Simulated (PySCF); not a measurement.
## Calcium: highly charged ions in a basis for the neutral atom

Ca¹⁸⁺ 1s2, Ca¹⁹⁺ 1s1. Calculation: PySCF 2.14, in pcseg-2; the non-relativistic Hamiltonian (point nucleus). No spin-orbit coupling, so a gap to NIST mixes the basis error with missing relativistic terms.

Changed run: basis of the neutral atom used for a highly charged ion. This setting is unsound on purpose.

| species | method | sound run (hartree) | changed run (hartree) | converged |
| --- | --- | --- | --- | --- |
| Ca¹⁸⁺ | UHF | not run | -387.59121 | yes |
| Ca¹⁸⁺ | M06-L | not run | -387.79772 | yes |
| Ca¹⁸⁺ | M06-2X | not run | -387.60516 | yes |
| Ca¹⁹⁺ | UHF | not run | -199.91726 | yes |
| Ca¹⁹⁺ | M06-L | not run | -199.98576 | yes |
| Ca¹⁹⁺ | M06-2X | not run | -199.88069 | yes |

Ionisation energy of Ca¹⁸⁺:

```csv
method,changed run (eV),NIST (eV)
UHF,5106.9,5128.9
M06-L,5110.6,5128.9
M06-2X,5108.2,5128.9
```

The contracted functions were made for the neutral atom and can be too rigid for a highly charged ion.
